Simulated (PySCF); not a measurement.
Some computed properties have been withheld. Give your best values.

Compound: C7H12O.
Structure used (GFN2-xTB), in Å, numbered top down from 1:
```xyz
20
C7H12O angstrom
C      2.6580   -0.5159    0.3774
C      1.9003   -0.1320   -0.8667
O      2.3347    0.6421   -1.6817
C      0.5269   -0.7553   -1.0031
C     -0.5277    0.1949   -0.4319
C     -0.7257    0.2192    1.0942
C     -2.2431    0.1101    0.8809
C     -1.9960   -0.2402   -0.5937
H      3.6118    0.0040    0.4136
H      2.0669   -0.2592    1.2538
H      2.8294   -1.5904    0.3869
H      0.3139   -0.8994   -2.0646
H      0.4786   -1.7153   -0.4886
H     -0.3592    1.1956   -0.8343
H     -0.3746    1.1103    1.6106
H     -0.3165   -0.6623    1.5853
H     -2.7558    1.0607    1.0082
H     -2.7544   -0.6469    1.4714
H     -2.5796    0.3121   -1.3265
H     -2.0931   -1.3055   -0.7942
```

```json
{"property": "point group of the GFN2-xTB geometry", "level": "GFN2-xTB", "value": "?"}
{"property": "rotational constants A, B, C of the GFN2-xTB geometry", "level": "GFN2-xTB", "value": "4.378, 1.163, 1.034 GHz"}
{"property": "dipole moment", "level": "PBE0/def2-SVPD", "value": "3.11 D"}
{"property": "HOMO energy", "level": "PBE0/def2-SVPD", "value": "?"}
{"property": "LUMO energy", "level": "PBE0/def2-SVPD", "value": "-0.42 eV"}
{"property": "lowest singlet excitation", "level": "TDDFT PBE0/def2-SVPD", "value": "?"}
{"property": "strongest line among the 6 lowest singlet transitions", "level": "TDDFT PBE0/def2-SVPD", "value": "S2 at 6.73 eV (184 nm, f = 0.031)"}
{"property": "lowest triplet excitation (Tamm–Dancoff)", "level": "TDA PBE0/def2-SVPD", "value": "?"}
{"property": "static isotropic polarisability", "level": "PBE0/def2-SVPD", "value": "83.3 au"}
{"property": "electronic spatial extent ⟨r²⟩ about the centre of nuclear charge", "level": "PBE0/def2-SVPD", "value": "?"}
{"property": "13C chemical shifts (computed TMS as zero) by class", "level": "GIAO PBE0/pcSseg-1", "value": "?"}
{"property": "1H chemical shifts (computed TMS as zero) by class", "level": "GIAO PBE0/pcSseg-1", "value": "2.44 (H14), 2.27 (H15/H19), 2.26 (H12/H13), 2.10 (H9/H10/H11), 2.07 (H17), 1.91 (H18), 1.79 (H16/H20) ppm"}
{"property": "isotropic shieldings of nuclei other than C and H, by class", "level": "GIAO PBE0/pcSseg-1", "value": "?"}
```

Gas-phase values; electronic properties from PySCF, density fitting. Isolated species at its GFN2-xTB geometry (one conformer only). NMR classes are plain means over equivalent atoms (diastereotopic ones count apart unless rotation or inversion swaps them), as if these changed places fast; in this geometry the members of some classes differ.

Question: Give the lowest triplet excitation (Tamm–Dancoff).

Answer: 3.82 eV.

Question: The isotropic shieldings of nuclei other than C and H, by class?

Answer: -336 (O3) ppm.

Question: What is the HOMO energy?

Answer: -7.11 eV.

Question: Give the 13C chemical shifts (computed TMS as zero) by class.

Answer: 212.4 (C2), 56.1 (C4), 35.5 (C5), 34.9 (C1), 29.7 (C6/C8), 17.7 (C7) ppm.

Question: Give the point group of the GFN2-xTB geometry.

Answer: C1.

Question: Give the electronic spatial extent ⟨r²⟩ about the centre of nuclear charge.

Answer: 1197 bohr².

Question: What is the lowest singlet excitation?

Answer: 4.41 eV (281 nm, f = 0.001).

The principal polarisabilities are 71.6, 82.0 and 96.4 au; their mean is the isotropic value. The rotational constants make it an asymmetric top with κ = (2B − A − C)/(A − C) = -0.92, nearer the prolate limit (−1).
